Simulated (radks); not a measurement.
Question: All-electron calculation, scalar-relativistic Kohn-Sham, exchange-only LDA, spin-polarised, spherical densities, finite nucleus; open shells are filled with parallel spins first; Fermi nuclear charge, rms radius of each element as measured or else 0.836 A^(1/3) + 0.57 fm. Program: a radial shooting solver on a logarithmic mesh with Libxc functionals. Response by self-consistent Sternheimer equations with the Hartree and adiabatic exchange-only LDA kernel, the relativistic mass of each level held fixed and spin-orbit coupling left out. Rank Si, Si4+, Si6+, Si5+, Si+, Si3+, Si2+ (NIST ground configurations) by static dipole polarisability, largest first.

Answer: Si 47.41, Si+ 19.72, Si2+ 11.32, Si3+ 6.663, Si4+ 0.1728, Si5+ 0.1438, Si6+ 0.1315 bohr^3.
